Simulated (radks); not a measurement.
All-electron atom: Eu2+ in [Xe] 4f7.

Method: scalar-relativistic Kohn-Sham, LDA (Slater exchange, Perdew-Wang correlation), spin-polarised, spherical densities, finite nucleus; open shells are filled with parallel spins first (spin-orbit coupling, left out, can overturn this in heavy ions); Fermi nuclear charge, rms radius 5.1115 fm; hard spherical wall at 2.5 bohr; computed with a radial shooting solver on a logarithmic mesh with Libxc functionals.

Energy parts (hartree):
| part | energy |
|---|---|
| total | -10833.2165 |
| kinetic | 11617.0803 |
| electron-nucleus | -26438.4267 |
| Hartree | 4223.9793 |
| exchange-correlation | -235.8494 |

Orbitals (lengths in bohr, moments of r in powers of bohr; <r^-3> diverges for s and p1/2):
1s up: occ. 1; eigenvalue (hartree) -1775.271; <r> 0.02234; <r^2> 0.0006803
1s down: occ. 1; eigenvalue (hartree) -1775.271; <r> 0.02234; <r^2> 0.0006803
2s up: occ. 1; eigenvalue (hartree) -291.3244; <r> 0.09519; <r^2> 0.01070
2s down: occ. 1; eigenvalue (hartree) -291.3215; <r> 0.09518; <r^2> 0.01070
2p up: occ. 3; eigenvalue (hartree) -259.6742; <r> 0.08392; <r^-3> 10770; <r^2> 0.008597
2p down: occ. 3; eigenvalue (hartree) -259.6722; <r> 0.08392; <r^-3> 10770; <r^2> 0.008596
3s up: occ. 1; eigenvalue (hartree) -63.90418; <r> 0.2500; <r^2> 0.07140
3s down: occ. 1; eigenvalue (hartree) -63.81626; <r> 0.2498; <r^2> 0.07129
3p up: occ. 3; eigenvalue (hartree) -54.05084; <r> 0.2484; <r^-3> 2240; <r^2> 0.07150
3p down: occ. 3; eigenvalue (hartree) -53.96368; <r> 0.2482; <r^-3> 2244; <r^2> 0.07136
3d up: occ. 5; eigenvalue (hartree) -40.82744; <r> 0.2262; <r^-3> 303.4; <r^2> 0.06018
3d down: occ. 5; eigenvalue (hartree) -40.75930; <r> 0.2259; <r^-3> 304.1; <r^2> 0.06002
4s up: occ. 1; eigenvalue (hartree) -12.58121; <r> 0.5677; <r^2> 0.3641
4s down: occ. 1; eigenvalue (hartree) -12.37614; <r> 0.5677; <r^2> 0.3640
4p up: occ. 3; eigenvalue (hartree) -9.34646; <r> 0.6019; <r^-3> 495.1; <r^2> 0.4125
4p down: occ. 3; eigenvalue (hartree) -9.14255; <r> 0.6021; <r^-3> 494.6; <r^2> 0.4128
4d up: occ. 5; eigenvalue (hartree) -4.84112; <r> 0.6598; <r^-3> 55.27; <r^2> 0.5062
4d down: occ. 5; eigenvalue (hartree) -4.64069; <r> 0.6610; <r^-3> 55.08; <r^2> 0.5086
4f up: occ. 7; eigenvalue (hartree) -0.01976; <r> 0.8718; <r^-3> 7.053; <r^2> 0.9298
4f down: occ. 0; eigenvalue (hartree) 0.15855; <r> 0.8911; <r^-3> 6.836; <r^2> 0.9730
5s up: occ. 1; eigenvalue (hartree) -1.63978; <r> 1.294; <r^2> 1.839
5s down: occ. 1; eigenvalue (hartree) -1.52519; <r> 1.305; <r^2> 1.867
5p up: occ. 3; eigenvalue (hartree) -0.76317; <r> 1.385; <r^-3> 89.07; <r^2> 2.092
5p down: occ. 3; eigenvalue (hartree) -0.66405; <r> 1.395; <r^-3> 86.22; <r^2> 2.120
5d up: occ. 0; eigenvalue (hartree) 0.55167; <r> 1.490; <r^-3> 11.64; <r^2> 2.418
5d down: occ. 0; eigenvalue (hartree) 0.63385; <r> 1.498; <r^-3> 11.40; <r^2> 2.443
6s up: occ. 0; eigenvalue (hartree) 2.33263; <r> 1.537; <r^2> 2.687
6s down: occ. 0; eigenvalue (hartree) 2.42137; <r> 1.534; <r^2> 2.679
6p up: occ. 0; eigenvalue (hartree) 3.21150; <r> 1.510; <r^-3> 134.2; <r^2> 2.626
6p down: occ. 0; eigenvalue (hartree) 3.30402; <r> 1.507; <r^-3> 134.3; <r^2> 2.618

The highest occupied level is 4f up at -0.538 eV. The density falls to 0.001 e/bohr^3 at r = 2.42 bohr. The pressure on the wall is 2290 GPa.
